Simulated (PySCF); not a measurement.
Simulated C 1s region for `C=[CH][GeH2][NH2]`, binding energy against the vacuum level.

Every computed line was given a Gaussian of 0.4 eV full width at half maximum and an area set by the number of equivalent atoms; the highest printed point is 100. Method used: delta-SCF UKS SCAN, pcX-2 on the ionised atom, pcseg-1 elsewhere, spin-free X2C in PySCF.

```csv
binding energy (eV),intensity
289.6,0
289.7,1
289.8,6
289.9,20
290.0,45
290.1,74
290.2,93
290.3,100
290.4,99
290.5,88
290.6,63
290.7,34
290.8,14
290.9,4
291.0,1
```

Task: How many maxima does the curve show, and how many computed lines lie under it?

Result: The curve has 1 maximum (at 290.3 eV). Under it lie 2 lines from 2 inequivalent carbon sites. At this width some lines have no maximum of their own.

Task: Decompose the envelope and assign each component. Numbering: `[CH2:1]=[CH:2][GeH2:3][NH2:4]`.

Result: 
```
position (eV)  relative area  line  atoms           environment
       290.18              1  C 1s     C2      alkene CH carbon
       290.48              1  C 1s     C1  terminal =CH2 carbon
```

Task: Above which line width would these two lines show one maximum?

Result: Two equal Gaussians merge once their distance is under 2σ = FWHM/1.177. With 0.31 eV between them that is a full width over 0.36 eV.

The listed C 1s values span 0.30 eV, from C2 (bonded to C (double bond), H and Ge) to C1 (bonded to C (double bond) and 2 H). Summing the Pauling electronegativity differences to the bonded atoms, each weighted by its formal bond order, gives -0.89 for the lowest site and -0.70 for the highest.

The curve has no shake-up lines and no vibrational structure. The structure is a single PBE0-D3(BJ)/def2-SVP conformer in the gas phase; no vibrational or solvent corrections.

The values belong to the conformer `[CH2:1]=[CH:2][GeH2:3][NH2:4]`: C1–C2–Ge3–N4 128°, H–N4–Ge3–C2 174°, H–N4–Ge3–C2 -61°.
